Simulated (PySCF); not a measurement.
**Ne³⁺ (neon, charge +3): UHF calculation**

Configuration: [He] 2s2 2p3, high-spin 4S determinant. Computed with PySCF 2.14 in dyall-acv3z, with the spin-free X2C one-electron Hamiltonian (Gaussian nucleus).

```json
{
  "Total energy": "-124.248629 hartree",
  "One-electron energy": "-157.3132 hartree",
  "Hartree (Coulomb) energy": "43.5915 hartree",
  "Exchange energy": "-10.5269 hartree",
  "⟨S²⟩": "3.7529",
  "⟨L²⟩": "0.000",
  "Sum of ⟨r⟩": "4.133 bohr",
  "Sum of ⟨r²⟩": "3.615 bohr²",
  "Langevin diamagnetic susceptibility": "-2.86 ×10⁻⁶ cm³/mol"
}
```

```
shell  electrons  mean orbital energy (eV)  rms radius, mean of both spins (bohr)
 1s α          1                   -979.02                                  0.182
 1s β          1                   -972.92                                  0.182
 2s α          1                   -126.92                                  0.869
 2s β          1                   -106.93                                  0.869
 2p α          3                   -98.485                                  0.824
```

Spin-orbit constants ζ (cm⁻¹) from the X2C one-electron operator on these orbitals: bare nucleus, nucleus screened by l(l+1)(2l+1)/3 electrons, and screened by the Breit-Pauli mean field of the electrons.

```json
{"shell": "2p", "bare": "958.4", "screened nucleus": "766.7", "mean field": "692.0"}
```
